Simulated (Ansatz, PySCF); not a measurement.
Process, species as SMILES: CO[Si](C)(C)OC + 6 [H][H] (H2) → 4 C (CH4) + 2 O (H2O) + [SiH4] (SiH4)
Geometries: B3LYP-D3(BJ)/def2-TZVP minima from Ansatz (a quantum-chemistry and plane-wave program), one conformer each, not searched for the lowest. Frequencies are from Ansatz or PySCF.
Geometry of the first species:
```xyz
19

Si    -0.0916    -0.3569     0.0145
C     -0.0413    -0.4872     1.8791
C     -1.1640    -1.6759    -0.7389
O      1.4022    -0.5355    -0.6387
C      2.4892     0.3459    -0.4161
O     -0.6013     1.1553    -0.4125
C     -1.7757     1.7874     0.0526
H      0.5826     0.2949     2.3175
H     -1.0397    -0.3954     2.3137
H      0.3639    -1.4534     2.1876
H     -0.8018    -2.6720    -0.4769
H     -2.1955    -1.5938    -0.3878
H     -1.1678    -1.5914    -1.8270
H      3.3269     0.0131    -1.0292
H      2.2302     1.3702    -0.6961
H      2.8022     0.3356     0.6331
H     -1.8340     2.7784    -0.3986
H     -2.6739     1.2280    -0.2305
H     -1.7677     1.9036     1.1414
```
Charge 0, spin multiplicity 1.

Property: energy of full hydrogenation (enthalpy at 298 K, with B3LYP-D3(BJ) rigid-rotor harmonic-oscillator terms), in kcal/mol. Valence correlation only, unless marked. Spin-orbit coupling is left out. Non-relativistic. CBS marks a two-point X^-3 extrapolation of the correlation energy; Hartree-Fock from the larger set. The bracket is a focal-point correction in the basis named.

```json
[
 {"level": "HF/aug-cc-pV(D+d)Z", "program": "Ansatz", "energy of full hydrogenation (kcal/mol)": "-44.8"},
 {"level": "HF/cc-pV(D+d)Z", "program": "Ansatz", "energy of full hydrogenation (kcal/mol)": "-40.1"},
 {"level": "BLYP/def2-TZVPD", "program": "Ansatz", "energy of full hydrogenation (kcal/mol)": "-22.5"},
 {"level": "r2SCAN/def2-TZVPD", "program": "Ansatz", "energy of full hydrogenation (kcal/mol)": "-10.8"},
 {"level": "r2SCAN-D4/def2-TZVPD", "program": "Ansatz + dftd4", "energy of full hydrogenation (kcal/mol)": "-8.8"},
 {"level": "B3LYP/def2-TZVPD", "program": "Ansatz", "energy of full hydrogenation (kcal/mol)": "-22.6"},
 {"level": "TPSSh-D3(BJ)/def2-TZVPD", "program": "PySCF + dftd3", "energy of full hydrogenation (kcal/mol)": "-7.2"},
 {"level": "TPSSh/def2-TZVPD", "program": "PySCF", "energy of full hydrogenation (kcal/mol)": "-14.3"},
 {"level": "r2SCANh-D4/def2-TZVPD", "program": "Ansatz + dftd4", "energy of full hydrogenation (kcal/mol)": "-10.2"},
 {"level": "LC-wPBE/def2-TZVPD", "program": "Ansatz", "energy of full hydrogenation (kcal/mol)": "-20.2"},
 {"level": "wB97M-V/def2-TZVPD", "program": "Ansatz", "energy of full hydrogenation (kcal/mol)": "-12.1"},
 {"level": "B2GP-PLYP/def2-TZVPD", "program": "Ansatz", "energy of full hydrogenation (kcal/mol)": "-14.3"},
 {"level": "RPA@PBE/cc-pV(T+d)Z", "program": "Ansatz", "energy of full hydrogenation (kcal/mol)": "-12.1"},
 {"level": "RI-MP2/aug-cc-pV(T+d)Z", "program": "Ansatz", "energy of full hydrogenation (kcal/mol)": "-10.7"},
 {"level": "RI-MP2/cc-pV(T+d)Z", "program": "Ansatz", "energy of full hydrogenation (kcal/mol)": "-8.8"},
 {"level": "SCS-MP2/STO-3G", "program": "Ansatz", "energy of full hydrogenation (kcal/mol)": "4.5"},
 {"level": "SCS-MP2/6-31G*", "program": "Ansatz", "energy of full hydrogenation (kcal/mol)": "3.0"},
 {"level": "CCSD/STO-3G", "program": "Ansatz", "energy of full hydrogenation (kcal/mol)": "7.7"},
 {"level": "CCSD/6-31G*", "program": "Ansatz", "energy of full hydrogenation (kcal/mol)": "2.6"},
 {"level": "CCSD(T)/cc-pV(D+d)Z", "program": "Ansatz", "energy of full hydrogenation (kcal/mol)": "-23.2"},
 {"level": "RI-MP2/CBS(cc-pV(T+d)Z,cc-pV(Q+d)Z)+[CCSD(T)-MP2]/cc-pV(D+d)Z", "program": "Ansatz", "energy of full hydrogenation (kcal/mol)": "-14.5"}
]
```
